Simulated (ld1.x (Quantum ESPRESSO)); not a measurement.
# How hard is this Cu (Z = 29) PAW potential?

copper (Cu), PAW, made with ld1.x (Quantum ESPRESSO) 7.5 (LDA (PZ), scalar-relativistic). Core [Ar], reference 3d10 4s0.5 4p0 (charge +0.5). Waves: 4s (bound): rcut 2.25, rcutus 2.40 bohr; 4s channel at 0.05 Ry: rcut 2.25, rcutus 2.40 bohr; 4p (bound, empty): rcut 2.55, rcutus 2.90 bohr; 4p channel at 0.7 Ry: rcut 2.55, rcutus 2.90 bohr; 3d (bound): rcut 1.10, rcutus 1.50 bohr; 3d channel at 2.35 Ry: rcut 1.10, rcutus 1.50 bohr. Local part: all-electron potential smoothed inside 1.50 bohr (lloc = -2). Core correction: a·sin(br)/r model core, default radius (ld1.x builds one for every PAW set, though the input has nlcc=.false.). Augmentation charge: BESSEL, radius 0.95 bohr.

The pseudo-atom Hamiltonian at the reference potential is diagonalised in spherical Bessel functions j_l(qr) that vanish at 20 bohr, with q² up to the cutoff. All-electron valence levels (Ry): 4s -0.6171, 4p -0.2611, 3d -0.6956.

Task: How do the lowest levels (Ry) of each channel move with the cutoff, and are there ghosts?

Result:

```tsv
cutoff (Ry)	s #1	s #2	p #1	p #2	d #1	d #2	f #1	f #2	Σ f·Δε (mRy)
8	-0.6171	-0.0971	-0.2611	-0.0390	-0.0466	0.0225	0.0378	0.1539	6490.1
15	-0.6171	-0.0971	-0.2611	-0.0390	-0.3254	-0.0201	0.0378	0.1539	3702.4
30	-0.6171	-0.0971	-0.2611	-0.0390	-0.6658	-0.0248	0.0378	0.1539	298.8
45	-0.6171	-0.0971	-0.2611	-0.0390	-0.6942	-0.0253	0.0378	0.1539	14.4
70	-0.6171	-0.0971	-0.2611	-0.0390	-0.6954	-0.0256	0.0378	0.1539	2.3
100	-0.6171	-0.0971	-0.2611	-0.0390	-0.6956	-0.0256	0.0378	0.1539	0.7
400	-0.6171	-0.0971	-0.2611	-0.0390	-0.6956	-0.0256	0.0378	0.1539	0.0
```

Result: no extra level below or beside the all-electron valence levels (s, p, d, f tested); 10 mRy is reached at 50 Ry and 1 mRy at 80 Ry.

Its largest configuration-test error is -515 meV.
